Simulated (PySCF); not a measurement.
# How methods differ on the ionisation energy of Ti²⁺

Ti²⁺ [Ar] 3d2 (3F) → Ti³⁺ [Ar] 3d1 (2D), as a difference of total energies. Calculation: PySCF 2.14, in 6-31G*; the non-relativistic Hamiltonian (point nucleus). Correlated levels: valence: [Ar] frozen. The calculations carry no spin-orbit coupling.

```tsv
method	ionisation energy (eV)
UHF	26.941
MN15	27.834
M06-2X	27.717
MP2 (valence)	27.029
SCS-MP2 (valence)	26.970
```

**Question.** How much does correlation contribute at MP2 (valence)?

**Answer.** 27.029 − (26.941) = 0.088 eV, measured against UHF.

These non-relativistic numbers lack the scalar-relativistic shift.

The reference lies between the lowest fine-structure levels, while these numbers refer to the centres of the terms.

Errors of the correlated levels include the incompleteness of this basis and the frozen core.

For comparison: 27.492 eV (measured; NIST Atomic Spectra Database, ionization energies).
